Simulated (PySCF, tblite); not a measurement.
The geometries are computed with GFN2-xTB (gas phase). One conformer each, none proved a minimum here. Atom numbers follow the mapped SMILES.

**Question.** Order the C–N distances, shortest first.
A. C3–N4 in `[CH3:1][CH2:2]/[CH:3]=[N:4]\[CH2:5][CH2:6][CH3:7]` with C1–C2–C3–N4 -179°, C3–N4–C5–C6 110°, N4–C5–C6–C7 60°
B. C6–N7 in `[CH3:1][O:2][Si@@H:3]1[CH2:4][CH2:5][CH2:6][NH:7]1` with C1–O2–Si3–C4 -90°, O2–Si3–C4–C5 -99°, Si3–C4–C5–C6 -32°, C4–C5–C6–N7 45°, C5–C6–N7–Si3 -38°
C. C4–N5 in `[H]/[N:5]=[C:4](/[C:2](=[CH2:1])[CH3:3])[CH2:6][CH2:7][S:8][SiH3:9]` with C1–C2–C4–N5 175°, C2–C4–C6–C7 85°, C4–C6–C7–S8 180°, C6–C7–S8–Si9 -175°

**Answer.** A (1.254 Å), C (1.265 Å), B (1.445 Å).

- 1.254 Å: drawn double, imine carbon to imine nitrogen
- 1.265 Å: drawn double, imine carbon to imine nitrogen
- 1.445 Å: drawn single, sp3 carbon bound to nitrogen to silicon-bound nitrogen, in a 5-membered ring

**Question.** Order the C–Si distances, shortest first.
A. Si3–C4 in `[CH3:1][O:2][Si@@H:3]1[CH2:4][CH2:5][CH2:6][NH:7]1` with C1–O2–Si3–C4 -90°, O2–Si3–C4–C5 -99°, Si3–C4–C5–C6 -32°, C4–C5–C6–N7 45°, C5–C6–N7–Si3 -38°
B. C2–Si6 in `[H]/[N:5]=[CH:4]/[C:2]([CH3:1])([CH3:3])[SiH2:6][OH:7]` with C1–C2–C4–N5 -174°, C1–C2–Si6–O7 -169°, C2–Si6–O7–H 15°
C. C3–Si7 in `[CH3:1][O:2][C@@H:3]1[CH2:4][CH2:5][NH:6][SiH2:7]1` with C1–O2–C3–C4 -70°, O2–C3–C4–C5 -154°, C3–C4–C5–N6 41°, C4–C5–N6–Si7 -29°, C5–N6–Si7–C3 7°

**Answer.** A (1.903 Å), C (1.913 Å), B (1.941 Å).

- 1.903 Å: drawn single, oxygen-bound silicon to sp3 carbon bound to silicon, in a 5-membered ring
- 1.913 Å: drawn single, sp3 carbon bound to oxygen to SiH2 silicon, in a 5-membered ring
- 1.941 Å: drawn single, sp3 carbon bound to silicon to oxygen-bound silicon

**Question.** Rank these C–S bonds from shortest to longest.
A. C6–S7 in `[CH2+:1][c:2]1[cH:3][cH:4][cH:5][c:6]([S@@:7]([CH3:8])=[O:9])[cH:10]1` (charge +1) with C5–C6–S7–C8 72°
B. C3–S6 in `[CH3:1][CH2:2][CH:3]([CH2:4][CH3:5])[S:6][CH3:7]` with C1–C2–C3–C4 -176°, C2–C3–C4–C5 176°, C2–C3–S6–C7 63°
C. C1–S2 in `[CH3:1][S:2][CH2:3][P@@:4]([CH3:5])(=[O:6])[C:7]([F:8])([F:9])[F:10]` with C1–S2–C3–P4 -80°, S2–C3–P4–C5 -63°

**Answer.** C (1.812 Å), B (1.837 Å), A (1.854 Å).

- 1.812 Å: drawn single, S-methyl carbon to sulfide sulfur
- 1.837 Å: drawn single, sp3 carbon bound to sulfur to sulfide sulfur
- 1.854 Å: drawn single, substituted aromatic carbon to sulfinyl sulfur

**Question.** Order these C–C–N angles, narrowest first.
A. C2–C4–N5 in `[H]/[N:5]=[C:4](/[C:2](=[CH2:1])[CH3:3])[CH2:6][CH2:7][S:8][SiH3:9]` with C1–C2–C4–N5 175°, C2–C4–C6–C7 85°, C4–C6–C7–S8 180°, C6–C7–S8–Si9 -175°
B. C2–C4–N5 in `[H]/[N:5]=[CH:4]/[C:2]([CH3:1])([CH3:3])[SiH2:6][OH:7]` with C1–C2–C4–N5 -174°, C1–C2–Si6–O7 -169°, C2–Si6–O7–H 15°
C. C5–C6–N7 in `[CH3:1][O:2][Si@@H:3]1[CH2:4][CH2:5][CH2:6][NH:7]1` with C1–O2–Si3–C4 -90°, O2–Si3–C4–C5 -99°, Si3–C4–C5–C6 -32°, C4–C5–C6–N7 45°, C5–C6–N7–Si3 -38°
D. N4–C5–C6 in `[CH3:1][CH2:2]/[CH:3]=[N:4]\[CH2:5][CH2:6][CH3:7]` with C1–C2–C3–N4 -179°, C3–N4–C5–C6 110°, N4–C5–C6–C7 60°

**Answer.** C (105.9°), D (109.8°), A (117.1°), B (121.0°).
